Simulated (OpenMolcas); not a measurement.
# Mo3+: moving or changing the point charges

Mo3+ among 6 point charges of -1 e arranged as a trigonal antiprism (D3d), 2.17 Å from the ion, with a polar angle of 51.5° against the regular 54.74°.

```json
{
  "Program": "OpenMolcas",
  "Method": "CASSCF",
  "Basis": "ANO-RCC-VDZP [6s5p3d1f]",
  "Scalar Hamiltonian": "DKH2, point nucleus",
  "Active space": "3 electrons in 5 orbitals (4d)",
  "State averaging": "2S+1 = 4 even, 10 roots; 2S+1 = 2 even, 40 roots",
  "Spin-orbit coupling": "RASSI with atomic mean-field integrals over the reference wave functions"
}
```

Runs around this geometry, states (labels of D3, the rotations of D3d). Energies in cm-1 above the lowest state or level, χT in cm3 K/mol.

```tsv
R (Å)	q (e)	Polar angle / regular	Ground state	First state of that spin	First gap with spin-orbit (degeneracies)	χT at 300 K	First state of another spin
2.17	-1	0.86	4A2	4E 4672	156.6 (2, 2)	1.190	2E 14155
2.17	-0.65	0.94	4A2	4E 3211	93.9 (2, 2)	0.980	2E 14330
2.01	-1	0.94	4A2	4E 6992	52.2 (2, 2)	1.409	2E 14440
2.17	-1	0.94	4A2	4E 4953	72.4 (2, 2)	1.238	2E 14419
2.29	-1	0.94	4A2	4E 3867	91.1 (2, 2)	1.094	2E 14369
```

Taking the first state of the same spin as R^-n, n = -ln(3867 / 6992) / ln(2.29 / 2.01) = 4.5 between the shortest and longest distance.

Scaling the charges by -0.65 / -1 = 0.65 scales the first state of the same spin by 3211 / 4953 = 0.65; with fixed orbitals a first-order splitting would follow the charge.

Without dynamic correlation the repulsion within the d shell is too large (B by tens of per cent), so at a given field states of lower spin stand too high. This is an electrostatic model: the charges have no orbitals. No measured value stands beside these numbers.
